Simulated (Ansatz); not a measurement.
## C4H9NSi: where a starting geometry ends

The starting geometry of this gas-phase singlet was optimised with GFN2-xTB; its bonds are those of `C=C/C(N)=C/[SiH3]`.

```xyz
15

C    -3.2136   -2.0504   -1.1979
C    -2.3404   -1.1151   -0.8411
C    -0.9264   -1.3224   -0.5389
C    -0.1015   -0.2649   -0.3744
N    -0.4786   -2.6282   -0.5017
Si    1.7198   -0.3391    0.0227
H    -2.9444   -3.0867   -1.3181
H    -4.2409   -1.8053   -1.4065
H    -2.6674   -0.0867   -0.7649
H    -1.1504   -3.3157   -0.2008
H     0.4403   -2.7515   -0.1073
H    -0.5412    0.7136   -0.5098
H     1.9550   -1.2246    1.1786
H     2.1809    1.0086    0.3607
H     2.5125   -0.8622   -1.0963
```

**Question.** Where would you expect an optimisation with PBE-D3(BJ)/def2-SVP to take it?

**Answer.** It keeps its bonds, and is `C=C/C(N)=C/[SiH3]`.

The energy falls by 0.15 eV over 13 steps:

```
step  E − E(last) (eV)
   1             0.155
   2             0.031
   4             0.014
   5             0.010
   6             0.006
   8             0.001
   9             0.001
  10             0.000
  12             0.000
  13             0.000
```

Final geometry (Å):

```xyz
15

C    -3.2360   -2.0733   -1.1980
C    -2.3409   -1.1119   -0.8844
C    -0.9258   -1.3328   -0.5334
C    -0.0639   -0.2593   -0.4698
N    -0.5418   -2.6500   -0.3435
Si    1.7394   -0.3152   -0.0281
H    -2.9558   -3.1374   -1.2543
H    -4.2790   -1.8223   -1.4419
H    -2.6548   -0.0557   -0.8871
H    -1.2493   -3.2624    0.0673
H     0.3899   -2.7924    0.0533
H    -0.5008    0.7185   -0.7307
H     2.0283   -1.5557    0.7907
H     2.1318    0.8897    0.7859
H     2.6625   -0.3704   -1.2219
```

No frequencies were run, so the end isn't proven a minimum. Run with Ansatz 0.2.0, 19 s on 2 threads of Intel(R) Xeon(R) 6975P-C (Granite Rapids), with other jobs on the host.
